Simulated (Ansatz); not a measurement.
`OC#C[SiH3]` → `C#CO` + `[SiH2]` at 298.15 K and 1 bar (silylene formation by 1,1-elimination).

Program: Ansatz. Geometries: PBE0-D4/def2-TZVP. ΔE: electronic, gas phase. CBS: MP2 limit from def2 TZ/QZ plus the TZ coupled-cluster correction, frozen cores. This one scheme is used for every species. One conformer a species, not always the lowest.

| species | CCSD(T)/CBS energy (Eh) | H − E (kJ/mol) | S (J/(mol·K)) |
| --- | --- | --- | --- |
| `OC#C[SiH3]` | -442.68068 | 145.8 | 325.5 |
| `C#CO` | -152.38380 | 96.3 | 247.0 |
| `[SiH2]` | -290.19011 | 40.6 | 207.5 |

H − E and S are ideal-gas, rigid-rotor, harmonic terms from PBE0-D4/def2-TZVP, for one conformer and one mirror image of each species. 1 Eh = 2625.50 kJ/mol, R = 8.31446 J/(mol·K).

**Question.** By hand: ΔE, ΔH, ΔS and ΔG.

**Answer.** ΔE = (-152.38380) + (-290.19011) − (-442.68068) = 0.10677 Eh = 280.3 kJ/mol. Δ(H − E) = 96.3 + 40.6 − 145.8 = -8.9, so ΔH = 271.4 kJ/mol. ΔS = 247.0 + 207.5 − 325.5 = 129.0 J/(mol·K). ΔG = 271.4 − 298.15 × (129.0)/1000 = 232.9 kJ/mol.

**Question.** By hand: the equilibrium constant, and the temperature at which ΔG would vanish if ΔH and ΔS stayed fixed.

**Answer.** log₁₀ K = −ΔG/(RT ln 10) = -40.8. ΔG = 0 at ΔH/ΔS = 2104 K.

The number of gas molecules changes by +1, which sets the sign of ΔS. A doubt of 5 kJ/mol in ΔE shifts log₁₀ K by 0.9 here. Other conformers and mirror images would add mixing entropy, several J/(mol·K) or more a flexible species. Modes under 60 cm⁻¹, often nearly free rotors, make the harmonic entropy too high. These are equilibria of isolated gas molecules and say nothing of rates. Largest T1 diagnostic: 0.014 (customary marks: 0.02 for closed shells, 0.045 for open ones).
